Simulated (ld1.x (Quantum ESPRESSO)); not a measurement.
## Configuration tests for Zn (Z = 30) (TM semilocal)

zinc, norm-conserving Troullier–Martins (semilocal form), made with ld1.x (Quantum ESPRESSO) 7.5 (PBEsol, scalar-relativistic). Core [Ar], reference 3d10 4s1 4p0 (charge +1). Waves: 4p (bound, empty): rc 2.55 bohr; 3d (bound): rc 1.40 bohr; 4s (bound): rc 1.50 bohr. Local part: the s channel. Core correction: Bessel-smoothed model core inside 1.20 bohr.

Energies are relative to the spin-unpolarised reference configuration 3d10 4s1 4p0; without spin polarisation the order of configurations can differ from experiment. The frozen-core shift is the all-electron ΔE with the core orbitals held at their reference shape minus the fully relaxed ΔE.

| valence configuration | charge | ΔE all-electron (eV) | error AE − PS (meV) | frozen-core shift (meV) |
| --- | --- | --- | --- | --- |
| 3d10 4s2 4p0 | 0 | -9.899 | -1.6 | +0.2 |
| 3d10 4s0 4p0 | +2 | 18.348 | -11 | +4.6 |
| 3d9 4s0 4p0 | +3 | 58.857 | -238 | +175 |
| 3d10 4s0 4p2 | 0 | 0.704 | -0.4 | +0.3 |
| 3d10 4s1.5 4p0 | +0.5 | -5.950 | -0.3 | -0.3 |
| 3d10 4s1 4p1 | 0 | -4.773 | -0.6 | -0.4 |

Task: What are ΔE and the potential's error for 3d8 4s0 4p0?

Result: ΔE = 120.638 eV all-electron; the error (AE − PS) is -1147 meV.

Levels in the configuration 3d10 4s2 4p0:

```json
{"level": "3d", "all-electron (eV)": "-10.168", "pseudo (eV)": "-10.211"}
{"level": "4s", "all-electron (eV)": "-5.998", "pseudo (eV)": "-5.994"}
```

A variational frozen-core shift is positive and of second order in the change. This column holds negative values, so the frozen-core run of ld1.x carries numerical noise or an error of first order here, and the column gives no more than the rough size of the effect.
